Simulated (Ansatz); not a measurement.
`C[SiH2][SnH3]` + `B[SeH]` → `B[Se][SiH2]C` + `[SnH4]`  (cleavage of the Si–Sn bond)

Computed with Ansatz on PBE0-D4/def2-TZVP structures; ΔE is electronic, products minus reactants. CBS: MP2 limit from def2 TZ/QZ plus the TZ coupled-cluster correction, frozen cores. Elements past krypton have def2 core potentials. For Se, Sn outer-core shells are correlated without core-valence functions, which leaves a few kJ/mol of doubt a bond. Scalar relativity is left out up to krypton. One conformer a species, not always the lowest.

`C[SiH2][SnH3]`:

Cartesian coordinates in Å:
```
C -1.434 0.961 -0.575
Si -0.213 0.498 0.772
Sn 1.472 -1.251 -0.049
H -2.145 1.705 -0.209
H -1.997 0.085 -0.906
H -0.917 1.379 -1.441
H -0.932 -0.055 1.954
H 0.536 1.702 1.226
H 2.358 -0.667 -1.391
H 0.678 -2.682 -0.548
H 2.593 -1.676 1.168
```

`B[SeH]`:

Cartesian coordinates in Å:
```
B -0.126 0.318 0.538
Se -0.563 -0.379 -1.173
H 0.952 0.151 1.011
H -0.994 0.922 1.087
H 0.731 -1.012 -1.463
```

`B[Se][SiH2]C`:

Z-matrix (Å, degrees):
```
Si
Se 1 2.302
C 1 1.863 2 110.9
H 1 1.486 2 105.8 3 120.7
H 1 1.485 2 108.2 3 -122.3
B 2 1.907 1 97.4 3 67.8
H 3 1.092 1 110.7 2 59.5
H 3 1.092 1 110.5 2 -60.5
H 3 1.093 1 110.3 2 179.7
H 6 1.193 2 121.0 1 0.9
H 6 1.192 2 117.0 1 -179.2
```

`[SnH4]`:

Z-matrix (Å, degrees):
```
Sn
H 1 1.704
H 1 1.704 2 109.5
H 1 1.704 2 109.5 3 -120.0
H 1 1.704 2 109.5 3 120.0
```

```tsv
species	SCS-MP2/def2-QZVPP energy (Eh)
`C[SiH2][SnH3]`	-545.68273
`B[SeH]`	-2426.98483
`B[Se][SiH2]C`	-2756.51806
`[SnH4]`	-216.16383
```

(1) Work out ΔE.

Largest T1 diagnostic among the species: 0.013.

## Answers

(1) ΔE = (-2756.51806) + (-216.16383) − (-545.68273) − (-2426.98483) = -0.01433 Eh = -37.6 kJ/mol. CCSD(T)/CBS gives -32.8 kJ/mol.

From PBE to PBE0 (25 % exact exchange), in def2-TZVPP and without D4, ΔE moves by −3.7 kJ/mol. The D4 term adds −4.2 kJ/mol with B3LYP and −2.1 kJ/mol with PBE0; it sums over pairs of atoms, weighted by their polarisabilities, and B3LYP, whose exchange is more repulsive, gets the larger term.

B3LYP here is the variant with VWN-RPA as its local correlation; programs differ in this.
